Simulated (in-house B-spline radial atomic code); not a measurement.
**RPA and G0W0 on Hartree-Fock: I VI (I5+)**

Configuration [Kr] 4d10 5s2, mean-field start Hartree-Fock. Computed with an all-electron radial atomic-structure program (B-spline basis): all electrons, non-relativistic, point nucleus, each spin shell either full or empty, empty states to l = 9 with an (l + 1/2)⁻⁴ tail; G0W0 by contour deformation at full frequency.

Without relativity these are model numbers: it shifts the levels of so heavy an element strongly and can reorder them.

Command:
```bash
python run_gw.py task.json out
```
Settings (radii: box in bohr, nucleus in fm):
```
Z                        53
electrons                48
configuration            [Kr] 4d10 5s2
hamiltonian              nr
method                   hf
lmax                     9
spin_polarised           False
box_radius               10.43
intervals                52
ion_configuration        [Kr] 4d10 5s1
```

Cost of the run: 4.4 s on 1 thread of Arm Neoverse V2, on a shared host.

Energies (hartree):

```csv
term,value
mean-field total,-6912.64225
Hartree-Fock functional on these orbitals,-6912.64225
direct second order,-3.9125
second-order exchange,1.0764
SOSEX correction,1.0164
```

Problem. What is the RPA correlation energy, and what remains with SOSEX?

Solution. RPA gives -3.524 hartree (-2 eV per electron); RPA + SOSEX gives -2.5077, and the second-order doubles (MP2) -2.8361 hartree. SOSEX takes back 29 % of the RPA value.

Quasi-particle levels (eV):

| level | occupied | mean field | Σx - vxc | Σc | QP weight | G0W0 |
| --- | --- | --- | --- | --- | --- | --- |
| 5s | yes | -69.99 | 0.00 | ? | ? | ? |
| 5p | no | -48.99 | 0.00 | -1.38 | 0.974 | -50.37 |

G0W0 = mean field + (Σx - vxc) + Σc, with Σc (partial-wave tail included) taken at the quasi-particle energy. Only the outer levels were computed. Levels of low weight are left out.

Problem. Where does G0W0 put 5s?

Solution. At -72.22 eV, with Σc = -2.23 eV and a quasi-particle weight of 0.974. The tabulated removal energy is 74.4 ± 0.4 eV (NIST, semi-empirical); the calculation leaves out relativity, Breit and QED terms, and what these don't explain is the method's own error.

Problem. What does it cost to remove one electron (to [Kr] 4d10 5s1) by differences of total energies, each species on its own start (correlation terms add to the Hartree-Fock functional)?

Solution. Hartree-Fock functional 69.79 eV, + RPA 71.97 eV, + RPA + SOSEX 71.51 eV, + second order 72.37 eV. Tabulated: 74.4 ± 0.4 eV (NIST, semi-empirical); the calculation leaves out relativity, Breit and QED terms, and what these don't explain is the method's own error.
